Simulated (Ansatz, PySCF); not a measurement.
System: Si4H10, charge 0, multiplicity 1. 
Coordinates optimised at B3LYP-D3(BJ)/def2-TZVP (Ansatz, a program for electronic structure):
```
Si
H 1 1.4857
H 1 1.4859 2 108.16
Si 1 2.3441 2 110.11 3 119.19
H 4 1.4830 1 109.43 2 -174.89
H 4 1.4831 5 108.75 1 -122.06
H 4 1.4833 5 108.43 6 -118.08
Si 1 2.3445 2 110.79 3 -119.53
H 8 1.4857 1 110.79 2 63.77
H 8 1.4859 9 108.16 1 119.53
Si 8 2.3441 9 110.11 10 119.19
H 11 1.4830 8 109.43 9 -174.89
H 11 1.4831 12 108.75 5 -177.95
H 11 1.4833 12 108.43 13 -118.08
```

PBE beside other levels, property by property. Correlated levels leave the core frozen unless marked. UHF or UKS for open shells. Spin-orbit coupling is left out. No relativistic terms. CBS marks a two-point X^-3 extrapolation of the correlation energy; Hartree-Fock from the larger set. [CCSD(T)-MP2]/basis is that difference in the basis named. Rows marked 298 K are enthalpies with B3LYP-D3(BJ) harmonic zero-point and thermal terms. Atomisation energies are electronic, to ground-state atoms; the column to compare with has the core term from cc-pwCVTZ added, other frozen-core levels have none. Vertical energies are electronic, to the SCF solution reached for that spin. Frequencies are from Ansatz or PySCF. The coupled-cluster column (Ansatz) is a level with limits of its own: (a) RI-MP2/CBS(aug-cc-pV(T+d)Z,aug-cc-pV(Q+d)Z)+[CCSD(T)-MP2]/aug-cc-pV(T+d)Z; (b) RI-MP2/CBS(cc-pV(T+d)Z,cc-pV(Q+d)Z)+[CCSD(T)-MP2]/cc-pV(T+d)Z; (c) CCSD(T)/CBS(cc-pV(T+d)Z,cc-pV(Q+d)Z).

```csv
property,PBE/def2-TZVPD (Ansatz),B3LYP-D3(BJ)/def2-TZVPD (Ansatz + dftd3),PBE0/def2-TZVPD (Ansatz),CCSD(T)/aug-cc-pV(D+d)Z (Ansatz),coupled cluster
vertical ionisation energy to the doublet (eV),9.34,9.54,9.56,9.69,9.88 (a)
atomisation energy (kcal/mol),935.8,961.9,940.0,898.2,963.1 (c)
"Si-Si bond dissociation enthalpy, 298 K, to [SiH2][SiH3] + [SiH2][SiH3] (kcal/mol)",68.3,70.8,69.0,69.1,74.4 (b)
```

As the rows show:
- vertical ionisation energy to the doublet: PBE lies 0.54 eV below coupled cluster.
- atomisation energy: PBE lies 27.3 kcal/mol below coupled cluster.
- Si-Si bond dissociation enthalpy, 298 K, to [SiH2][SiH3] + [SiH2][SiH3]: PBE lies 6.1 kcal/mol below coupled cluster.
